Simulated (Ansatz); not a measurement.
Cost and result for the atomization energy of CH$_{3}$BO$_{2}$Se (8 atoms, 7 bonds).

| atom | x (Å) | y (Å) | z (Å) |
| --- | --- | --- | --- |
| O1 | -1.459 | -0.946 | -0.058 |
| C2 | -0.233 | -0.519 | -0.091 |
| O3 | 0.624 | -1.409 | -0.380 |
| B4 | 0.214 | 0.982 | 0.197 |
| Se5 | 2.041 | 1.199 | 0.053 |
| H6 | -2.032 | -0.199 | 0.169 |
| H7 | 1.504 | -0.872 | -0.352 |
| H8 | -0.657 | 1.763 | 0.462 |

The species carries charge 0 and has multiplicity 1. Correlated methods include outer-core shells of Se, which these sets cover unevenly. Scalar relativity is left out up to krypton. The bonds changed during the relaxation, so this is another structure than the one it started from. The structure was optimised at the PBE0-D4/def2-TZVP level. It is one conformer, not always the lowest. Program: Ansatz. All runs use 4 threads of a server CPU on a shared host. Times are those of one run each, without the atoms' runs, and a repeat can differ threefold. Electronic energies, without spin–orbit coupling; frozen cores. CCSD(T)/CBS adds CCSD(T) − MP2 in def2-TZVPP to the MP2 limit, and its time is that of the two runs behind it. T1 = 0.018; the RHF reference is unstable towards UHF. With those shells the extrapolation isn't a true limit. HSE06 is the plane-wave form, built on full-range PBE exchange.

CCSD(T)/CBS is a level of theory with its own doubt, some kJ/mol a heavy atom from the limit and from the frozen cores, so smaller differences don't rank the functionals.

```
                  level  functions  wall time  atomization (kJ/mol)  difference from CCSD(T)/CBS  per bond
 LDA (SPW92)/def2-TZVPP        214      1.2 s                3687.6                        626.1      89.5
     BLYP-D4/def2-TZVPP        214        2 s                3096.0                         34.5       4.9
    BHLYP-D4/def2-TZVPP        214        3 s                2899.6                       -161.9     -23.1
CAM-B3LYP-D4/def2-TZVPP        214      3.4 s                3065.3                          3.8       0.6
    HSE06-D4/def2-TZVPP        214      3.9 s                3094.5                         33.0       4.7
  r2SCANh-D4/def2-TZVPP        214      4.8 s                3068.6                          7.1       1.0
    PBE-QIDH/def2-TZVPP        214      6.5 s                3045.2                        -16.3      -2.3
      B2PLYP/def2-TZVPP        214        7 s                3031.2                        -30.3      -4.3
     ωB97X-V/def2-TZVPP        214      7.5 s                3060.4                         -1.1      -0.1
       CCSD(T)/def2-SVP        103        8 s                2886.2                       -175.3     -25.0
         MP2/def2-QZVPP        407       26 s                3131.9                         70.4      10.1
     CCSD(T)/def2-TZVPP        214      110 s                2967.0                        -94.5     -13.5
      CCSD(T)/CBS(def2)          –    2.3 min                3061.5                          0.0       0.0
```

In def2-TZVPP, CCSD(T) changes the Hartree–Fock value by +927.8 kJ/mol (the triples alone add +79.7 kJ/mol) and MP2 by +1038.1 kJ/mol; breaking electron pairs costs correlation energy, which Hartree–Fock lacks. From PBE to PBE0 (25 % exact exchange), in def2-TZVPP and without D4, the atomization energy moves by −115.3 kJ/mol: exact exchange takes away binding that semilocal exchange gives to molecules. At CCSD(T), def2-SVP lies −175.3 kJ/mol from the extrapolated value and def2-TZVPP −94.5 kJ/mol: correlation converges slowly with the basis, and small sets miss more of it in the bonded molecule than in its fragments.
